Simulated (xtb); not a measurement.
C₂H₆FInO, SMILES CC[O][InH][F]. All values are semi-empirical tight-binding results from xtb (GFN2-xTB unless named), good for trends rather than for accurate numbers. Geometry optimised at GFN2-xTB. The structure was generated by enumeration; whether it is a known compound was not checked. The values are those of a single conformer.

For metal compounds this method's bond lengths and energies can be far off.

Computed properties:
```
Item                                           Value
-------------------------------------  -------------
orbital gap                                  3.01 eV
zero-point energy                      45.8 kcal/mol
G − E(el) at 298.15 K (modified RRHO)  24.5 kcal/mol
```
